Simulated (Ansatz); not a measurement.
# Molecular dynamics of Cl3FH3NTi

The input (input.yaml):

```yaml
crystal:
  periodic: [false, false, false]
  atoms:
    - { symbol: Ti, position_ang: [0.000639, 0.097765, 0.137966] }
    - { symbol: "N", position_ang: [0.041972, 0.149513, 2.093764] }
    - { symbol: H, position_ang: [-0.859041, 0.173188, 2.592848] }
    - { symbol: H, position_ang: [0.686391, -0.480014, 2.593129] }
    - { symbol: F, position_ang: [1.559842, -0.051486, -0.612051] }
    - { symbol: Cl, position_ang: [-1.480397, 1.452467, -0.737926] }
    - { symbol: Cl, position_ang: [-0.876661, -1.885407, -0.223079] }
    - { symbol: Cl, position_ang: [1.268862, 2.59935, 1.244651] }
    - { symbol: H, position_ang: [0.684892, 1.510626, 1.959697] }
basis:
  gaussian: { orbitals: def2-SVP }
hamiltonian:
  xc: pbe
md:
  timestep: 0.5
  n_steps: 200
  ensemble: nve
  temperature: 100.0
  initial_velocities: maxwell_boltzmann
  seed: 2079
```

Run as:

```bash
$ ansatz run input.yaml --threads 4 --pin off --max-ram 5120MiB --backend cpu --events-out ev --progress --plain --runs-dir out
```

It starts at the highest image of a converged band, a first-order saddle point between two minima.

Output, in part (one step line in 3, the closing report, with atoms numbered from 0):

```
md step     0: t =     0.00 fs  T =   100.0 K  F+E_penalty+E_count = -64902.44725211 eV  E_kin = 0.090482 eV  conserved = -64902.35677011 eV  (55 SCF iters)
md step     3: t =     1.50 fs  T =    91.8 K  F+E_penalty+E_count = -64902.43977058 eV  E_kin = 0.083081 eV  conserved = -64902.35668923 eV  (34 SCF iters)
md step     6: t =     3.00 fs  T =    78.2 K  F+E_penalty+E_count = -64902.42739887 eV  E_kin = 0.070776 eV  conserved = -64902.35662277 eV  (33 SCF iters)
md step     9: t =     4.50 fs  T =    68.8 K  F+E_penalty+E_count = -64902.41893845 eV  E_kin = 0.062285 eV  conserved = -64902.35665337 eV  (34 SCF iters)
md step    12: t =     6.00 fs  T =    62.1 K  F+E_penalty+E_count = -64902.41278576 eV  E_kin = 0.056190 eV  conserved = -64902.35659557 eV  (33 SCF iters)
md step    15: t =     7.50 fs  T =    64.4 K  F+E_penalty+E_count = -64902.41490813 eV  E_kin = 0.058302 eV  conserved = -64902.35660621 eV  (34 SCF iters)
md step    18: t =     9.00 fs  T =    73.0 K  F+E_penalty+E_count = -64902.42281510 eV  E_kin = 0.066078 eV  conserved = -64902.35673734 eV  (34 SCF iters)
md step    21: t =    10.50 fs  T =    71.7 K  F+E_penalty+E_count = -64902.42154504 eV  E_kin = 0.064843 eV  conserved = -64902.35670157 eV  (34 SCF iters)
md step    24: t =    12.00 fs  T =    63.8 K  F+E_penalty+E_count = -64902.41437416 eV  E_kin = 0.057763 eV  conserved = -64902.35661113 eV  (34 SCF iters)
md step    27: t =    13.50 fs  T =    60.4 K  F+E_penalty+E_count = -64902.41128565 eV  E_kin = 0.054620 eV  conserved = -64902.35666615 eV  (34 SCF iters)
md step    30: t =    15.00 fs  T =    56.5 K  F+E_penalty+E_count = -64902.40775135 eV  E_kin = 0.051119 eV  conserved = -64902.35663218 eV  (33 SCF iters)
md step    33: t =    16.50 fs  T =    56.9 K  F+E_penalty+E_count = -64902.40800412 eV  E_kin = 0.051456 eV  conserved = -64902.35654837 eV  (34 SCF iters)
md step    36: t =    18.00 fs  T =    70.8 K  F+E_penalty+E_count = -64902.42075386 eV  E_kin = 0.064102 eV  conserved = -64902.35665182 eV  (33 SCF iters)
md step    39: t =    19.50 fs  T =    85.5 K  F+E_penalty+E_count = -64902.43408666 eV  E_kin = 0.077331 eV  conserved = -64902.35675537 eV  (33 SCF iters)
md step    42: t =    21.00 fs  T =    87.3 K  F+E_penalty+E_count = -64902.43570955 eV  E_kin = 0.078973 eV  conserved = -64902.35673607 eV  (33 SCF iters)
md step    45: t =    22.50 fs  T =    78.9 K  F+E_penalty+E_count = -64902.42809310 eV  E_kin = 0.071375 eV  conserved = -64902.35671832 eV  (34 SCF iters)
md step    48: t =    24.00 fs  T =    66.8 K  F+E_penalty+E_count = -64902.41703147 eV  E_kin = 0.060429 eV  conserved = -64902.35660262 eV  (34 SCF iters)
md step    51: t =    25.50 fs  T =    67.1 K  F+E_penalty+E_count = -64902.41726244 eV  E_kin = 0.060698 eV  conserved = -64902.35656405 eV  (34 SCF iters)
md step    54: t =    27.00 fs  T =    83.1 K  F+E_penalty+E_count = -64902.43195561 eV  E_kin = 0.075191 eV  conserved = -64902.35676418 eV  (34 SCF iters)
md step    57: t =    28.50 fs  T =    88.4 K  F+E_penalty+E_count = -64902.43680080 eV  E_kin = 0.079965 eV  conserved = -64902.35683563 eV  (34 SCF iters)
md step    60: t =    30.00 fs  T =    72.9 K  F+E_penalty+E_count = -64902.42262090 eV  E_kin = 0.065990 eV  conserved = -64902.35663098 eV  (35 SCF iters)
md step    63: t =    31.50 fs  T =    62.1 K  F+E_penalty+E_count = -64902.41276985 eV  E_kin = 0.056221 eV  conserved = -64902.35654839 eV  (27 SCF iters)
md step    66: t =    33.00 fs  T =    68.5 K  F+E_penalty+E_count = -64902.41861378 eV  E_kin = 0.061980 eV  conserved = -64902.35663396 eV  (35 SCF iters)
md step    69: t =    34.50 fs  T =    82.2 K  F+E_penalty+E_count = -64902.43105995 eV  E_kin = 0.074395 eV  conserved = -64902.35666540 eV  (35 SCF iters)
md step    72: t =    36.00 fs  T =    96.1 K  F+E_penalty+E_count = -64902.44373117 eV  E_kin = 0.086956 eV  conserved = -64902.35677502 eV  (34 SCF iters)
md step    75: t =    37.50 fs  T =    95.8 K  F+E_penalty+E_count = -64902.44347446 eV  E_kin = 0.086641 eV  conserved = -64902.35683318 eV  (35 SCF iters)
md step    78: t =    39.00 fs  T =    78.5 K  F+E_penalty+E_count = -64902.42758103 eV  E_kin = 0.071014 eV  conserved = -64902.35656691 eV  (34 SCF iters)
md step    81: t =    40.50 fs  T =    78.2 K  F+E_penalty+E_count = -64902.42729994 eV  E_kin = 0.070772 eV  conserved = -64902.35652780 eV  (34 SCF iters)
md step    84: t =    42.00 fs  T =    99.1 K  F+E_penalty+E_count = -64902.44646581 eV  E_kin = 0.089629 eV  conserved = -64902.35683646 eV  (34 SCF iters)
md step    87: t =    43.50 fs  T =   102.2 K  F+E_penalty+E_count = -64902.44931550 eV  E_kin = 0.092486 eV  conserved = -64902.35682973 eV  (34 SCF iters)
md step    90: t =    45.00 fs  T =    84.9 K  F+E_penalty+E_count = -64902.43344574 eV  E_kin = 0.076820 eV  conserved = -64902.35662541 eV  (35 SCF iters)
md step    93: t =    46.50 fs  T =    72.6 K  F+E_penalty+E_count = -64902.42225359 eV  E_kin = 0.065651 eV  conserved = -64902.35660219 eV  (35 SCF iters)
md step    96: t =    48.00 fs  T =    71.6 K  F+E_penalty+E_count = -64902.42138889 eV  E_kin = 0.064783 eV  conserved = -64902.35660539 eV  (35 SCF iters)
md step    99: t =    49.50 fs  T =    81.7 K  F+E_penalty+E_count = -64902.43055487 eV  E_kin = 0.073922 eV  conserved = -64902.35663251 eV  (34 SCF iters)
md step   102: t =    51.00 fs  T =    95.9 K  F+E_penalty+E_count = -64902.44358349 eV  E_kin = 0.086738 eV  conserved = -64902.35684561 eV  (34 SCF iters)
md step   105: t =    52.50 fs  T =    88.9 K  F+E_penalty+E_count = -64902.43725137 eV  E_kin = 0.080445 eV  conserved = -64902.35680596 eV  (34 SCF iters)
md step   108: t =    54.00 fs  T =    70.4 K  F+E_penalty+E_count = -64902.42013728 eV  E_kin = 0.063669 eV  conserved = -64902.35646839 eV  (35 SCF iters)
md step   111: t =    55.50 fs  T =    81.9 K  F+E_penalty+E_count = -64902.43070755 eV  E_kin = 0.074111 eV  conserved = -64902.35659704 eV  (35 SCF iters)
md step   114: t =    57.00 fs  T =   108.0 K  F+E_penalty+E_count = -64902.45464535 eV  E_kin = 0.097750 eV  conserved = -64902.35689555 eV  (34 SCF iters)
md step   117: t =    58.50 fs  T =   109.8 K  F+E_penalty+E_count = -64902.45610465 eV  E_kin = 0.099332 eV  conserved = -64902.35677286 eV  (34 SCF iters)
md step   120: t =    60.00 fs  T =    98.0 K  F+E_penalty+E_count = -64902.44531460 eV  E_kin = 0.088689 eV  conserved = -64902.35662527 eV  (34 SCF iters)
md step   123: t =    61.50 fs  T =    93.5 K  F+E_penalty+E_count = -64902.44117644 eV  E_kin = 0.084572 eV  conserved = -64902.35660455 eV  (34 SCF iters)
md step   126: t =    63.00 fs  T =   101.8 K  F+E_penalty+E_count = -64902.44868020 eV  E_kin = 0.092088 eV  conserved = -64902.35659226 eV  (34 SCF iters)
md step   129: t =    64.50 fs  T =   121.6 K  F+E_penalty+E_count = -64902.46677077 eV  E_kin = 0.109986 eV  conserved = -64902.35678507 eV  (34 SCF iters)
md step   132: t =    66.00 fs  T =   126.8 K  F+E_penalty+E_count = -64902.47170175 eV  E_kin = 0.114766 eV  conserved = -64902.35693623 eV  (34 SCF iters)
md step   135: t =    67.50 fs  T =   103.8 K  F+E_penalty+E_count = -64902.45053895 eV  E_kin = 0.093949 eV  conserved = -64902.35658964 eV  (34 SCF iters)
md step   138: t =    69.00 fs  T =    97.4 K  F+E_penalty+E_count = -64902.44464321 eV  E_kin = 0.088174 eV  conserved = -64902.35646941 eV  (25 SCF iters)
md step   141: t =    70.50 fs  T =   121.7 K  F+E_penalty+E_count = -64902.46698763 eV  E_kin = 0.110113 eV  conserved = -64902.35687504 eV  (34 SCF iters)
md step   144: t =    72.00 fs  T =   127.1 K  F+E_penalty+E_count = -64902.47188413 eV  E_kin = 0.115014 eV  conserved = -64902.35687040 eV  (34 SCF iters)
md step   147: t =    73.50 fs  T =   109.4 K  F+E_penalty+E_count = -64902.45559451 eV  E_kin = 0.098989 eV  conserved = -64902.35660526 eV  (35 SCF iters)
md step   150: t =    75.00 fs  T =   102.0 K  F+E_penalty+E_count = -64902.44882315 eV  E_kin = 0.092258 eV  conserved = -64902.35656511 eV  (27 SCF iters)
md step   153: t =    76.50 fs  T =   113.6 K  F+E_penalty+E_count = -64902.45941217 eV  E_kin = 0.102789 eV  conserved = -64902.35662348 eV  (35 SCF iters)
md step   156: t =    78.00 fs  T =   134.8 K  F+E_penalty+E_count = -64902.47879256 eV  E_kin = 0.122010 eV  conserved = -64902.35678226 eV  (34 SCF iters)
md step   159: t =    79.50 fs  T =   142.7 K  F+E_penalty+E_count = -64902.48603952 eV  E_kin = 0.129118 eV  conserved = -64902.35692144 eV  (34 SCF iters)
md step   162: t =    81.00 fs  T =   125.3 K  F+E_penalty+E_count = -64902.46998562 eV  E_kin = 0.113393 eV  conserved = -64902.35659300 eV  (34 SCF iters)
md step   165: t =    82.50 fs  T =   124.8 K  F+E_penalty+E_count = -64902.46938267 eV  E_kin = 0.112892 eV  conserved = -64902.35649020 eV  (34 SCF iters)
md step   168: t =    84.00 fs  T =   152.5 K  F+E_penalty+E_count = -64902.49488554 eV  E_kin = 0.137986 eV  conserved = -64902.35689930 eV  (35 SCF iters)
md step   171: t =    85.50 fs  T =   157.6 K  F+E_penalty+E_count = -64902.49951470 eV  E_kin = 0.142611 eV  conserved = -64902.35690338 eV  (34 SCF iters)
md step   174: t =    87.00 fs  T =   135.6 K  F+E_penalty+E_count = -64902.47927332 eV  E_kin = 0.122694 eV  conserved = -64902.35657884 eV  (34 SCF iters)
md step   177: t =    88.50 fs  T =   127.5 K  F+E_penalty+E_count = -64902.47188072 eV  E_kin = 0.115348 eV  conserved = -64902.35653239 eV  (26 SCF iters)
md step   180: t =    90.00 fs  T =   142.1 K  F+E_penalty+E_count = -64902.48528157 eV  E_kin = 0.128586 eV  conserved = -64902.35669539 eV  (34 SCF iters)
md step   183: t =    91.50 fs  T =   157.4 K  F+E_penalty+E_count = -64902.49921366 eV  E_kin = 0.142389 eV  conserved = -64902.35682474 eV  (34 SCF iters)
md step   186: t =    93.00 fs  T =   154.4 K  F+E_penalty+E_count = -64902.49652909 eV  E_kin = 0.139693 eV  conserved = -64902.35683626 eV  (34 SCF iters)
md step   189: t =    94.50 fs  T =   136.4 K  F+E_penalty+E_count = -64902.47999254 eV  E_kin = 0.123419 eV  conserved = -64902.35657312 eV  (34 SCF iters)
md step   192: t =    96.00 fs  T =   137.6 K  F+E_penalty+E_count = -64902.48101626 eV  E_kin = 0.124470 eV  conserved = -64902.35654614 eV  (34 SCF iters)
md step   195: t =    97.50 fs  T =   160.5 K  F+E_penalty+E_count = -64902.50206778 eV  E_kin = 0.145214 eV  conserved = -64902.35685421 eV  (34 SCF iters)
md step   198: t =    99.00 fs  T =   165.0 K  F+E_penalty+E_count = -64902.50618465 eV  E_kin = 0.149310 eV  conserved = -64902.35687429 eV  (35 SCF iters)
md step   200: t =   100.00 fs  T =   152.8 K  F+E_penalty+E_count = -64902.49497807 eV  E_kin = 0.138291 eV  conserved = -64902.35668712 eV  (41 SCF iters)
Total energy: -64902.49507758 eV, -2385.1227016098 hartree
Atom 0 at    -0.081907    -0.074475     0.110607 Å, force     0.588653     0.215093    -0.388168 eV/Å
Atom 1 at     0.034436     0.123629     1.973651 Å, force    -0.412733     0.139412     0.123964 eV/Å
Atom 2 at    -0.823760     0.133550     2.552087 Å, force     0.262586     0.039397    -0.044381 eV/Å
Atom 3 at     0.843783    -0.185015     2.517770 Å, force     0.155626    -0.094869     0.179408 eV/Å
Atom 4 at     1.554975    -0.024882    -0.504948 Å, force    -0.356677    -0.084313     0.086986 eV/Å
Atom 5 at    -1.442283     1.441735    -0.676928 Å, force    -0.095450     0.094578    -0.025901 eV/Å
Atom 6 at    -0.962578    -2.014924    -0.320812 Å, force    -0.116361    -0.346847    -0.048475 eV/Å
Atom 7 at     1.427096     2.951082     1.318281 Å, force    -0.396880    -0.617485     0.263466 eV/Å
Atom 8 at     0.724818     1.855154     1.727901 Å, force     0.371236     0.655035    -0.146899 eV/Å
Dipole moment:    -0.200472    -0.437652     0.561827 e Å
```

All steps were run. The conserved energy stayed within 0.039 meV per atom of its start (net change 0.0092 meV per atom), so the integration is sound. A run of 0.1 ps of so small a system gives no equilibrium averages. The orbitals stay closed-shell, which can raise the energy where a bond breaks towards radicals; this wasn't checked here.

Between its relaxed ends the band would form Ti1–Cl8, N2–H9 and break Cl8–H9. These pairs go: Ti1–Cl8 3.02 → 3.59 Å, N2–H9 1.51 → 1.88 Å, Cl8–H9 1.43 → 1.36 Å. In the last frame they stand as before the step (other bonds may differ from the relaxed reactants and products). It ends as Cl2FH2NTi + ClH. Pairs count as bonded within 1.25 times the sum of covalent radii (0.12 Å more for H–H).

Last frame:

```xyz
9
Properties=species:S:1:pos:R:3
Ti -0.082 -0.074 0.111
N 0.034 0.124 1.974
H -0.824 0.134 2.552
H 0.844 -0.185 2.518
F 1.555 -0.025 -0.505
Cl -1.442 1.442 -0.677
Cl -0.963 -2.015 -0.321
Cl 1.427 2.951 1.318
H 0.725 1.855 1.728
```

Time of the run: 6.1 min on 4 threads of Arm Neoverse V1 (shared host), peak memory 0.21 GiB.
